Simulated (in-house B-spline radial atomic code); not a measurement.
## Ionising Ca⁸⁺ with different functionals

Computed with a B-spline radial code for spherical atoms: scalar-relativistic (spin-free X2C) Hamiltonian, Fermi nucleus of rms radius 3.4776 fm, spin-polarised at highest spin, spherical fractional occupations for the functionals, and exact exchange of hybrids averaged over the configuration. The ionisation energy is the difference of two self-consistent energies, [Ne] 3s2 → [Ne] 3s1, without Breit or QED terms; ε is the level of the shell that loses the electron (its least bound occupied spin orbital).

| method | rung | ΔSCF (eV) | -ε(3s) (eV) |
| --- | --- | --- | --- |
| PBE0 | global hybrid | 188.24 | 180.91 |
| B3LYP | global hybrid | 188.60 | 180.70 |
| TPSSh | global hybrid | 188.00 | 179.67 |
| BHandHLYP | global hybrid | 188.13 | 183.15 |
| r2SCAN0 | global hybrid | 187.30 | 181.11 |
| B97-1 | global hybrid | 188.61 | 180.50 |
| HSE06 | range-separated hybrid | ? | ? |
| wB97X | range-separated hybrid | 187.28 | 183.74 |
| CAM-B3LYP | range-separated hybrid | 188.58 | 182.67 |
| LC-wPBE | range-separated hybrid | ? | ? |

Q: What does HSE06 give?

A: ΔSCF 188.29 eV, and -ε(3s) = 180.58 eV.

Q: What does LC-wPBE give?

A: ΔSCF 188.56 eV, and -ε(3s) = 184.20 eV.

Q: Among the functionals, which spreads more, the ΔSCF values or the orbital energies?

A: The orbital energies: ΔSCF values span about 1.33 eV and the orbital energies 4.53 eV.

Q: How do they compare with the NIST value?

A: NIST lists 188.54 eV ± 0.06 (semi-empirical, ground level to ground level). Errors run from -1.26 to +0.07 eV; LC-wPBE is closest (+0.02 eV), though others lie within the uncertainty of it, and part of that can be cancellation, since the calculations leave out Breit-QED terms, the near-degeneracy of s² and p².
